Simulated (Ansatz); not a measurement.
One change: `[F][Sn][SH]` becomes `[CH3][Sn][F]`.

Ansatz, PBE0-D4/def2-TZVP geometries, multiplicity 1. Each molecule was computed in one conformer, which needn't be the lowest.

Elements past krypton have def2 core potentials.

| property | `[F][Sn][SH]` |
| --- | --- |
| size of the dipole moment (PBE/def2-TZVPP) / D | 2.11 |
| HOMO energy (PBE/def2-TZVPP) / eV | -6.48 |
| HOMO–LUMO gap (B3LYP/def2-TZVPP) / eV | 4.51 |
| HOMO–LUMO gap (ωB97M-V/def2-TZVPP) / eV | 8.68 |
| HOMO energy (PBE0/def2-TZVPP) / eV | -7.55 |
| size of the dipole moment (ωB97M-V/def2-TZVPP) / D | 2.37 |

Problem. Give the same properties after the change, and the shifts. (Best estimate.)

Solution. Computed: 
| property | `[CH3][Sn][F]` | shift |
| --- | --- | --- |
| size of the dipole moment (PBE/def2-TZVPP) / D | 2.56 | 0.45 |
| HOMO energy (PBE/def2-TZVPP) / eV | -5.60 | 0.88 |
| HOMO–LUMO gap (B3LYP/def2-TZVPP) / eV | 3.71 | -0.80 |
| HOMO–LUMO gap (ωB97M-V/def2-TZVPP) / eV | 7.98 | -0.70 |
| HOMO energy (PBE0/def2-TZVPP) / eV | -6.66 | 0.89 |
| size of the dipole moment (ωB97M-V/def2-TZVPP) / D | 2.76 | 0.39 |

With PBE0 the HOMO rises by 0.89 eV and the LUMO rises by 0.11 eV, so the gap narrows by about 0.78 eV. PBE moves the HOMO by 0.88 eV and ωB97M-V by 0.81 eV. The zero-point energy changes by 66.7 kJ/mol with +6 modes. Dipoles are sizes alone; their direction can turn.

B3LYP here is the variant with VWN-RPA as its local correlation; programs differ in this.
